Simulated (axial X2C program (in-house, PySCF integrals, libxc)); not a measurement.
Levels of InB⁺ by electron attachment to InB²⁺ (EOM-EA-CCSD)

Computed with an in-house all-electron X2C program for linear molecules (integrals from PySCF): two-component X2C with atomic mean-field Coulomb and Gaunt terms, Gaussian nuclei, basis In dyall-acv3z, B dyall-av3z with contracted cores.

R = 3.136 Å (1.045 times 3.001 Å, the PBE0 minimum at charge 1 for the lowest determinant).

Levels of InB⁺ obtained by attaching an electron to InB²⁺:

| Ω | binding energy (eV) | above lowest (cm⁻¹) | attached spinor | one-particle weight |
| --- | --- | --- | --- | --- |
| 1/2 | 12.799 | 0 | 72% B pσ, 18% In pσ, 6% In sσ | 0.94 |
| 1/2 | 12.295 | 4068 | 89% B pπ | 0.93 |
| 3/2 | 12.286 | 4135 | 90% B pπ | 0.93 |
| 1/2 | 9.789 | 24274 | 83% In pπ, 7% B dπ, 6% B pπ | 0.94 |
| 3/2 | 9.583 | 25936 | 84% In pπ, 8% B dπ, 6% B pπ | 0.94 |
| 1/2 | 8.811 | 32162 | 67% In pσ, 15% B pσ | 0.89 |

Q: Take the first Ω = 1/2 and Ω = 3/2 rows of π character: how far apart are they, and which lies lower?

A: E(3/2) − E(1/2) = 4135 − 4068 = 67 cm⁻¹ at EOM-EA-CCSD: regular, Ω = 1/2 lower. Splittings at this level can be off by ten to twenty per cent.

This point took 34 s on 1 thread of Arm Neoverse N1, with other jobs on the host.

Reference electrons by ω block (each with its −ω partner): 1/2: 17, 3/2: 7, 5/2: 2. 14 electrons of InB²⁺ correlated (inner shells frozen), 92 natural virtual spinors (a truncated set); levels can be off by some tenths of an eV. Roots sought by Ω: (1/2: 5, 3/2: 4, 5/2: 2, 7/2: 1); rows need 60 % one-particle weight and stop where some Ω has no more roots. Missing are any skipped roots, higher Ω and states of a further excitation; these come out far too high here and may in truth be low or lowest. T1 of the reference 0.011 (Lee–Taylor). The reference was not checked to be the lowest state of its species. Number of frozen shells: In 4 s, 3 p, 1 d; B 1 s.
